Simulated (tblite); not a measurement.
Compound: C12H11BO.
Geometry (GFN2-xTB, Å), atoms numbered from 1 in this order:
```
atom  x, y, z in Å
O1     0.104    1.768    2.000
B2     0.054    0.846    1.025
C3     1.370    0.182    0.451
C4     2.444   -0.120    1.291
C5     3.602   -0.699    0.805
C6     3.724   -0.970   -0.548
C7     2.679   -0.666   -1.404
C8     1.516   -0.105   -0.907
C9    -1.365    0.459    0.469
C10   -1.611   -0.777   -0.133
C11   -2.866   -1.105   -0.613
C12   -3.907   -0.197   -0.513
C13   -3.688    1.035    0.081
C14   -2.435    1.351    0.572
H15    0.976    1.999    2.324
H16    2.362    0.082    2.352
H17    4.413   -0.938    1.479
H18    4.630   -1.417   -0.932
H19    2.770   -0.872   -2.461
H20    0.704    0.127   -1.583
H21   -0.806   -1.494   -0.214
H22   -3.034   -2.072   -1.066
H23   -4.886   -0.449   -0.896
H24   -4.497    1.747    0.163
H25   -2.265    2.308    1.044
```

Computed values, GFN2-xTB/tblite, gas phase, harmonic and unscaled. Against measured fundamentals such values can be off by several per cent, at times by over 20. One conformer, not necessarily the lowest.

Harmonic wavenumbers (cm⁻¹): 28.1, 48.9, 66.6, 102.0, 164.9, 171.5, 255.2, 286.5, 359.3, 367.1, 390.0, 392.0, 489.5, 570.2, 577.4, 589.6, 593.0, 647.1, 676.1, 678.0, 684.0, 745.5, 749.3, 841.9, 881.9, 885.2, 906.1, 911.4, 931.6, 933.4, 934.2, 940.4, 974.9, 976.4, 1042.2, 1084.8, 1088.4, 1119.0, 1122.0, 1139.9, 1182.9, 1183.2, 1202.7, 1207.4, 1237.8, 1283.0, 1283.8, 1292.6, 1309.2, 1312.2, 1419.7, 1423.7, 1467.0, 1470.2, 1574.0, 1575.1, 1596.8, 1598.1, 3039.4, 3062.3, 3064.9, 3065.9, 3069.5, 3073.0, 3077.1, 3081.8, 3086.4, 3087.9, 3588.3.

A = 1583, B = 394.8, C = 335.6 MHz; mass 182.090 u (most abundant isotopes); point group C1, symmetry number 1.

**Question.** Zero-point energy?

**Answer.** ½Σν̃ = 42631 cm⁻¹ = 509.98 kJ/mol.

**Question.** Entropy at 298.15 K, 1 bar (ideal gas, RRHO, classical rotation)?

**Answer.** Translation 173.76, rotation 132.65, vibration 157.05: S = 463.5 J/(mol K).

**Question.** And Cp and H(298.15 K) − H(0)?

**Answer.** Cp = 204.89 J/(mol K), of which vibrations give 171.63 (their classical limit is 69 R = 573.7); H(298.15 K) − H(0) = 34.09 kJ/mol without the zero-point energy, 24.18 from vibrations.

**Question.** What must be added to the electronic energy to get the Gibbs energy at 298.15 K and 1 bar?

**Answer.** ZPE + [H(298.15 K) − H(0)] − T·S = 509.98 + 34.09 − 138.18 = 405.89 kJ/mol.

**Question.** Which modes carry the vibrational entropy at 298.15 K?

**Answer.** 28.1 cm⁻¹: 24.93; 48.9 cm⁻¹: 20.34; 66.6 cm⁻¹: 17.79; 102.0 cm⁻¹: 14.29; 164.9 cm⁻¹: 10.43; 171.5 cm⁻¹: 10.12 J/(mol K); the other 63 give 59.15 together.

**Question.** Blend soft modes into free rotors: weight 1/[1 + (100 cm⁻¹/ν̃)⁴] for the oscillator and the rest for a rotor with moment μB/(μ + B), μ = h/(8π²ν), B = 10⁻⁴⁴ kg m². What vibrational entropy results?

**Answer.** 139.61 J/(mol K) in place of 157.05, which changes −T·S at 298.15 K by +5.20 kJ/mol.

Hindered rotation and anharmonicity are outside this model. Other conformers, if any are populated, would add a mixing term that is left out. The structure is chiral; the term R ln 2 for an equal mix with its mirror image is left out.

The run took 1.2 s wall, 2.4 s CPU on Intel Xeon 6975P-C, 2 threads (shared host). This covers the Hessian and the dipole derivatives.
